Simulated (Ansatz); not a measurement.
The cluster ReSe2⁺. The state is a triplet with charge 1. Geometry r2SCAN-D4/def2-TZVP, that of the neutral doublet; atoms count from 1.

```
atom   x (Å)   y (Å)   z (Å)
 Re1  -0.662   0.017   0.315
 Se2  -0.490  -0.377  -1.863
 Se3   1.152   0.360   1.549
```

In the def2 sets Re takes a core potential; there is no spin–orbit coupling. The charge 1 triplet is spin-contaminated (final ⟨S²⟩ up to 2.20, 2.00 for a pure state). The structure comes from a short search, and lower isomers may exist.

**Question.** Estimate the Mulliken populations from the PBE0/def2-TZVP orbitals of Ansatz.

**Answer.** 
| atom | charge (e) | spin (α − β) | d electrons |
| --- | --- | --- | --- |
| Re1 | 0.80 | 2.65 | 5.24 |
| Se2 | 0.10 | -0.33 | – |
| Se3 | 0.10 | -0.33 | – |
Mulliken values and Mayer orders depend strongly on the basis.

**Question.** Where does the spin sit?

**Answer.** Summed by element: Re 2.65, Se -0.65, of 2 unpaired in all. Largest on single atoms: Re1 2.65, Se2 -0.33, Se3 -0.33.

**Question.** And the Mayer bond orders between bonded heavy atoms (over 0.3)?

**Answer.** Re1–Se2 2.23 (2.22 Å); Re1–Se3 2.23 (2.22 Å). Values over 0.3 also appear between atoms too far apart for a bond (Se2–Se3 0.43 at 3.86 Å); they arise where an orbital or an unpaired electron spreads over both atoms.
